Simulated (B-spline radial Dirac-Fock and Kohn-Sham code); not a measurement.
## What relativity does to the binding energies of Ga⁺

System: gallium as Ga⁺, configuration [Ar] 3d10 4s2.

Both columns are ΔSCF binding energies of the configuration average from a radial atomic solver: non-relativistic Hartree-Fock with a point nucleus, and Dirac-Fock with a finite nucleus and the Coulomb interaction alone, averaged over the two j levels with weights 2j+1.

```tsv
shell	Hartree-Fock (eV)	Dirac-Fock (eV)	shift (eV)	shift (%)
1s	10268.1	10405.8	+137.69	+1.34
2s	1294.4	1324.9	+30.49	+2.36
2p	1138.0	1144.9	+6.81	+0.60
3s	175.8	180.7	+4.89	+2.78
3p	123.9	125.0	+1.07	+0.86
3d	35.17	34.44	-0.73	-2.09
4s	18.46	18.77	+0.31	+1.65
```

Relativity binds 1s, 2s, 2p, 3s, 3p, 4s more strongly, among those listed most of all 3s in relative terms, and 3d more weakly, because the contracted s and p shells screen the nucleus better.

Values without a named source are computed, but for edge energies of neutral atoms, which are taken from tables.
